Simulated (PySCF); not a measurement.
Job for PySCF: R-HF/STO-3G on AlAsH4 (SMILES [AlH2][AsH2]), a point of a torsion scan.

```python
from pyscf import gto, scf, dft, mp
from pyscf.data.elements import chemcore

mol = gto.M(
    atom='''
    Al   -0.85525549   -0.12667398   -0.08272596
    As    1.51728702   -0.47617947   -0.17803821
    H    -2.03649661   -1.04149520   -0.52182709
    H    -1.43150363    1.23296365    0.42624419
    H     1.33887632    0.17043831   -1.54382075
    H     1.44877238    0.91234178    0.43500330
    ''',
    basis='sto-3g',
    charge=0, spin=0, verbose=3, max_memory=1800)
mf = scf.RHF(mol)
mf.conv_tol = 1e-8
mf.max_cycle = 100
mf.kernel()
if not mf.converged:
    mf = mf.newton().run(mf.mo_coeff, mf.mo_occ)
```

Output:

```
converged SCF energy = -2450.61190194405
```

The run converged.

Cost: about 0.21 core-seconds (a rough figure).
